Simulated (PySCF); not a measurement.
**Correlation energy of Al⁺ (aluminium, charge +1)**

[Ne] 3p2, high-spin 3P determinant (an excited configuration). Calculation: PySCF 2.14, in def2-TZVPPD (6s5p4d1f, 48 functions); no relativity, point nucleus. Frozen: 1s2; 10 electrons correlated.

MP2 pair energies summed by pair of shells (mhartree):

```json
{"pair": "2p-2p", "energy": "-98.17", "share (%)": "65.1"}
{"pair": "2s-2p", "energy": "-29.99", "share (%)": "19.9"}
{"pair": "2p-3p", "energy": "-10.73", "share (%)": "7.1"}
{"pair": "3p-3p", "energy": "-6.00", "share (%)": "4.0"}
{"pair": "2s-2s", "energy": "-4.27", "share (%)": "2.8"}
{"pair": "2s-3p", "energy": "-1.56", "share (%)": "1.0"}
```

Total MP2 correlation energy: -150.71 mhartree.

Same-spin part -47.54 and opposite-spin part -103.17 mhartree; SCS-MP2 scales them by 1/3 and 6/5 to -139.66 mhartree.

This basis was not built for core-valence correlation, so the inner-shell part is incomplete.
